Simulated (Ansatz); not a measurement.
A search over several starts for the lowest SCF solution of MgAl3 at the given spin, in a small basis.

```yaml
crystal:
  periodic: [false, false, false]
  atoms:
    - {symbol: Al, position_ang: [-0.919215, -1.049226, 0.967596]}
    - {symbol: Al, position_ang: [-1.048864, 1.027358, -0.852828]}
    - {symbol: Al, position_ang: [0.915881, -0.911129, -1.104256]}
    - {symbol: Mg, position_ang: [1.052198, 0.932997, 0.989489]}
basis:
  gaussian: {orbitals: def2-SVP, initial_orbitals: start.molden}
magnetization: {spin_polarized: true, initial_magnetization: 3}
hamiltonian: {xc: pbe0, dispersion: d4}
output: {orbitals: {seedname: orbitals}}
```

The file start.molden holds the orbitals of an earlier run on this structure, at another level or in another basis.

```sh
$ ansatz run in.yaml --threads 4 --pin off --events-out ev --progress --plain --max-ram 3916MiB
```

Shortened log:

```
Functional definition: PBE0
618 factors; integrals over basis functions are off by at most 9.0e-4 eV
mean field evaluation 1: about -25212.6479 eV, gradient 1.9e0 eV
mean field evaluation 2: about -25212.6860 eV, gradient 5.0e-2 eV
mean field evaluation 4: about -25212.7679 eV, gradient 2.1e-3 eV
mean field evaluation 8: about -25212.7679 eV, gradient 2.0e-5 eV
mean field evaluation 16: about -25212.7669 eV, gradient 1.0e-1 eV
mean field evaluation 32: about -25212.7679 eV, gradient 3.7e-5 eV
mean field -25212.76790242 eV, -926.5521305862 hartree, gradient 2.0e-5 eV, S^2 3.778084; 7 other end points of the search recorded, 0 dependent functions left out
reference -25212.76793038 eV, -926.5521316134 hartree; 27, 24 occupied and 45, 48 virtual orbitals, 618 factors
Total energy: -25212.87317925 eV, -926.5559994381 hartree
```

Run time 3.6 s (4 threads of Arm Neoverse V1 on a shared host).

At PBE0-D4/def2-TZVP a doublet of charge 0 lies 0.07 eV below the quartet, each at its own geometry. That doublet is doubtful there (⟨S²⟩ 1.17, where a pure state has 0.75). The structure comes from a short search, and lower isomers may exist.
